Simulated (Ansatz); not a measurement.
Mulliken charges of `CN=C=[Se]` from PBE/def2-TZVPP in Ansatz (PBE0-D4/def2-TZVP geometry).

| atom | x (Å) | y (Å) | z (Å) | charge (e) |
| --- | --- | --- | --- | --- |
| C1 | 0.214 | 0.988 | 0.061 | -0.147 |
| N2 | -0.067 | -0.382 | -0.030 | -0.012 |
| C3 | -0.302 | -1.525 | -0.108 | -0.064 |
| Se4 | -0.652 | -3.220 | -0.223 | -0.139 |
| H5 | -0.268 | 1.527 | -0.759 | 0.121 |
| H6 | -0.156 | 1.387 | 1.008 | 0.121 |
| H7 | 1.292 | 1.157 | 0.006 | 0.121 |

By hand: the dipole of these point charges (1 e Å = 4.8032 D).

Σ q r = (0.184, 0.897, 0.060) e Å, of length 0.918 e Å = 4.41 D.

How does the dipole of the full density compare? (Best estimate.)

The calculation gave: (0.174, 0.845, 0.057) e Å, 4.15 D; the point charges give 1.06 times that, at 0° from its direction.

Point charges leave out the atoms' own dipoles, such as those of lone pairs, and Mulliken's split depends on the basis, so the close match here is no proof of good charges.
